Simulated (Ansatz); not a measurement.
```yaml
crystal:
  periodic: [false, false, false]
  atoms:
    - {symbol: Xx, position_ang: [-0.000000, 0.000000, 0.044529]}
    - {symbol: I, position_ang: [0.000000, -0.000000, 2.758591]}
basis:
  gaussian: {orbitals: ANO-RCC-VTZP}
magnetization: {spin_polarized: true, initial_magnetization: 0}
hamiltonian: {xc: {name: HF}}
correlation: {method: ccsd_t, electrons: outside_noble_gas}
```

```sh
$ ansatz run in.yaml --threads 2 --pin off --events-out ev --progress --plain --max-ram 32768MiB --backend cpu
```

Shortened log:

```
Error: YAML parse error: error: line 4 column 16: `Xx` is not an element symbol (H … Og, case-exact)
 --> <input>:4:16
2 |   periodic: [false, false, false]
3 |   atoms:
4 |     - {symbol: Xx, position_ang: [-0.000000, 0.000000, 0.044529]}
5 |     - {symbol: I, position_ang: [0.000000, -0.000000, 2.758591]}
6 | basis:
```

Q: Something in this input is off. What?

A: An element symbol is wrong. The program refused the input.
